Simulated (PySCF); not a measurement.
- shieldings: GIAO PBE0/pcSseg-1
- geometry from GFN2-xTB
- code: PySCF
- a single conformation, rapidly exchanging positions averaged, non-relativistic Hamiltonian, no solvent

Referencing at the same level of theory: TMS for $^{1}$H and $^{13}$C. Acid and N–H amide carbonyl carbons lie up to 10 ppm further downfield in solution (hydrogen bonding). Shifts are as computed. Against solution values, carbons near 30 ppm lie about +3 ppm off and those near 130 ppm about +5 ppm; carbons on Cl a further +6 ppm. Of 1211 compounds with measured shifts, 218 miss one by over three times the rms of a fit or turn the order of signals round; such compounds aren't used in these exercises. Carbons bonded to Cl come out too deshielded. OH and NH positions are gas-phase values without hydrogen bonding to other molecules.

Problem. Order these molecules by the shift of their most shielded carbon, lowest δ first.
A. COC(C(=O)F)=C(C)C
B. CO/C=C1\C=C(OC)C=C1C
C. FCCF
D. CO/C(F)=C/C(=O)Cl
E. [SiH3]n1ccnc1

Solution. B (14.4 ppm, allylic methyl carbon), A (24.5 ppm, allylic methyl carbon), D (55.8 ppm, methyl carbon bonded to O), C (88.7 ppm, sp3 CH2 bonded to F), E (124.1 ppm, aromatic CH next to a ring nitrogen).

Problem. Order these molecules by the shift of their most deshielded carbon, lowest δ first.
A. CCC/C=C\C(=O)NC
B. [SiH3]n1ccnc1
C. FCCF

Solution. C (88.7 ppm, sp3 CH2 bonded to F), B (144.8 ppm, aromatic CH between two ring heteroatoms), A (168.1 ppm, amide carbonyl carbon).

Problem. How many $^{13}$C and $^{1}$H signals does each give (equivalence by symmetry and fast rotation, but not about amide C–N or C=N bonds)? `FCCF`, `CO/C=C1\C=C(OC)C=C1C`, `COC(C(=O)F)=C(C)C`, `CCC/C=C\C(=O)NC`, `[SiH3]n1ccnc1`, `CO/C(F)=C/C(=O)Cl`

Solution. FCCF: 1 C, 1 H; CO/C=C1\C=C(OC)C=C1C: 9 C, 6 H; COC(C(=O)F)=C(C)C: 6 C, 3 H; CCC/C=C\C(=O)NC: 7 C, 7 H; [SiH3]n1ccnc1: 3 C, 4 H; CO/C(F)=C/C(=O)Cl: 4 C, 2 H.
